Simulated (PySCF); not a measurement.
# Gas-phase XPS of `C[SiH2]C([SiH3])[SiH3]`, computed

Species: C₂H₁₂Si₃.
SMILES with atom numbers: `[CH3:1][SiH2:2][CH:3]([SiH3:4])[SiH3:5]`

Computed, not measured: delta-SCF UKS SCAN, pcX-2 on the ionised atom, pcseg-1 elsewhere, spin-free X2C (PySCF). Vertical ΔSCF values, vacuum level as zero.

Problem. Give the core binding energies atom by atom.

Solution. 
```json
{"atom(s)": "C1", "bonded to": "3 H and Si", "level": "C 1s", "binding energy (eV)": "290.22", "2p1/2 (eV)": "–", "above the level's lowest (eV)": "+0.63", "count": "1"}
{"atom(s)": "Si2", "bonded to": "2 C and 2 H", "level": "Si 2p3/2", "binding energy (eV)": "106.44", "2p1/2 (eV)": "107.06", "above the level's lowest (eV)": "0.00", "count": "1"}
{"atom(s)": "Si2", "bonded to": "2 C and 2 H", "level": "Si 1s", "binding energy (eV)": "1846.23", "2p1/2 (eV)": "–", "above the level's lowest (eV)": "0.00", "count": "1"}
{"atom(s)": "C3", "bonded to": "H and 3 Si", "level": "C 1s", "binding energy (eV)": "289.59", "2p1/2 (eV)": "–", "above the level's lowest (eV)": "0.00", "count": "1"}
{"atom(s)": "Si4/Si5", "bonded to": "C and 3 H", "level": "Si 2p3/2", "binding energy (eV)": "106.66", "2p1/2 (eV)": "107.28", "above the level's lowest (eV)": "+0.22", "count": "2"}
{"atom(s)": "Si4/Si5", "bonded to": "C and 3 H", "level": "Si 1s", "binding energy (eV)": "1846.43", "2p1/2 (eV)": "–", "above the level's lowest (eV)": "+0.20", "count": "2"}
```

The listed C 1s values span 0.63 eV, from C3 (bonded to H and 3 Si) to C1 (bonded to 3 H and Si). Summing the Pauling electronegativity differences to the bonded atoms, each weighted by its formal bond order, gives -2.30 for the lowest site and -1.70 for the highest.

The 2 Si 1s values lie within 0.20 eV of each other; Gaussian lines of 0.5 eV full width would blend them into one maximum.

The 2 Si 2p3/2 values lie within 0.22 eV of each other.

Problem. Which effective nuclear charge Zeff reproduces each element's mean 1s value in the hydrogen-like formula E = 13.606 eV × Zeff²?

Solution. C (Z = 6): mean 289.9 eV, Zeff = 4.62, Z − Zeff = 1.38; Si (Z = 14): mean 1846.4 eV, Zeff = 11.65, Z − Zeff = 2.35. Means run over the listed sites, weighted by atom count.

One atom of each set of topologically equivalent atoms was ionised and stands for the set; in this conformer not all members are related by symmetry, and their own values weren't computed. The 2p values add to the ΔSCF energy of one spin-free hole a correction within the shell (spin–orbit coupling, ligand field). 2p1/2 minus 2p3/2 (ligand field included): Si 0.62 eV. Geometry: PBE0-D3(BJ)/def2-SVP, one conformer, isolated molecule.

Conformer computed: `[CH3:1][SiH2:2][CH:3]([SiH3:4])[SiH3:5]`: C1–Si2–C3–Si4 -65°.
